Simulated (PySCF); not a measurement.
## Cost of excited-state runs on SMILES C=C(F)OCC(C)=O, C₅H₇FO₂

Molfile (atoms numbered from 1):
```
C5H7FO2
     RDKit          3D

 15 14  0  0  0  0  0  0  0  0999 V2000
    2.7715    0.4682   -0.5572 C   0  0  0  0  0  0  0  0  0  0  0  0
    1.7978    0.1972    0.2927 C   0  0  0  0  0  0  0  0  0  0  0  0
    2.0455    0.0834    1.6148 F   0  0  0  0  0  0  0  0  0  0  0  0
    0.5137    0.0174   -0.0481 O   0  0  0  0  0  0  0  0  0  0  0  0
   -0.4197   -0.2694    0.9775 C   0  0  0  0  0  0  0  0  0  0  0  0
   -1.8368   -0.3289    0.4178 C   0  0  0  0  0  0  0  0  0  0  0  0
   -1.9576   -0.0499   -1.0474 C   0  0  0  0  0  0  0  0  0  0  0  0
   -2.7634   -0.5847    1.1404 O   0  0  0  0  0  0  0  0  0  0  0  0
    2.5648    0.5552   -1.6043 H   0  0  0  0  0  0  0  0  0  0  0  0
    3.7755    0.6019   -0.2082 H   0  0  0  0  0  0  0  0  0  0  0  0
   -0.1937   -1.2324    1.4556 H   0  0  0  0  0  0  0  0  0  0  0  0
   -0.3942    0.4988    1.7621 H   0  0  0  0  0  0  0  0  0  0  0  0
   -1.5193    0.9203   -1.2693 H   0  0  0  0  0  0  0  0  0  0  0  0
   -3.0004   -0.0739   -1.3496 H   0  0  0  0  0  0  0  0  0  0  0  0
   -1.3882   -0.7950   -1.5988 H   0  0  0  0  0  0  0  0  0  0  0  0
  1  2  2  0
  2  3  1  0
  2  4  1  0
  4  5  1  0
  5  6  1  0
  6  7  1  0
  6  8  2  0
  1  9  1  0
  1 10  1  0
  5 11  1  0
  5 12  1  0
  7 13  1  0
  7 14  1  0
  7 15  1  0
M  END
```

PySCF with density fitting, on 1 thread of an Arm Neoverse N1, shared host. Command: `OMP_NUM_THREADS=1 python excited_run.py task.json out`

(1) How long does this run take, and how much memory?
- magnetisability and related constants, KT3/pcSseg-1; isotopologues; writes grids

Results:

(1) 
```
                                  run         level  basis functions  wall time  peak memory (GiB)
magnetisability and related constants  KT3/pcSseg-1              171       68 s               0.62
```
Times from a shared host are rough.
